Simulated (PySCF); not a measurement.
Compound: cyclohexanone, C6H10O.
SMILES: `C1CCCCC1=O`

Method used: PySCF, TDDFT wB97X-D/def2-SVPD, vertical, gas phase, core orbitals frozen in the response. Geometry: GFN2-xTB, one conformer, isolated molecule.

Computed states:

```json
{"state": "S1", "E (eV)": "4.36", "f": "0.0000"}
{"state": "S2", "E (eV)": "7.35", "f": "0.021"}
{"state": "S3", "E (eV)": "7.81", "f": "0.0058"}
{"state": "S4", "E (eV)": "7.94", "f": "0.0000"}
{"state": "S5", "E (eV)": "7.95", "f": "0.054"}
{"state": "S6", "E (eV)": "8.22", "f": "0.029"}
{"state": "S7", "E (eV)": "8.29", "f": "0.0098"}
{"state": "S8", "E (eV)": "8.45", "f": "0.067"}
```

Broadening: Gaussians 0.4 eV wide at half height, area fixed by f = 4.319×10⁻⁹ ∫ε dν̃. The width is an assumption, not a result. The curve ends short of the highest state used, and states not computed would add to its high-energy end.

Q: What does the envelope look like, and where are its maxima?

A: 
```tsv
λ (nm)	ε (L mol⁻¹ cm⁻¹)
157.9	3690
161.0	1744
164.1	1049
167.2	1359
170.4	1284
173.5	684
176.6	215
179.7	42
182.8	5
186.0	0
189.1	0
192.2	0
195.3	0
198.5	0
201.6	0
204.7	0
207.8	0
210.9	0
214.1	0
217.2	0
220.3	0
223.4	0
226.6	0
229.7	0
232.8	0
235.9	0
239.1	0
242.2	0
245.3	0
248.4	0
251.5	0
254.7	0
257.8	0
260.9	0
264.0	0
267.2	0
270.3	0
273.4	0
276.5	1
279.6	1
282.8	1
285.9	1
289.0	1
292.1	1
295.3	0
298.4	0
301.5	0
304.6	0
307.7	0
310.9	0
314.0	0
317.1	0
320.2	0
323.4	0
326.5	0
329.6	0
```

Maxima: 169 nm (7.36 eV), ε about 1400, made up of S2 (99%) (ε in L mol⁻¹ cm⁻¹; maxima over ε = 5, shares over 10%). At its high-energy end, 7.85 eV, the curve is still rising (ε about 3700, from S3 and S5).

Q: What would ε be at 7.36 eV, the highest of these maxima, with half the width (0.2 eV)?

A: About 2800 L mol⁻¹ cm⁻¹ against 1430, a factor of about 1.96; a lone state at its own centre would give exactly 2.

Q: Coming from long wavelengths, where does ε first pass 100 L mol⁻¹ cm⁻¹?

A: At about 178 nm (6.96 eV), 2.60 eV above S1.

Time: 40 s. Hardware: one thread of an Arm Neoverse V1 (shared host).
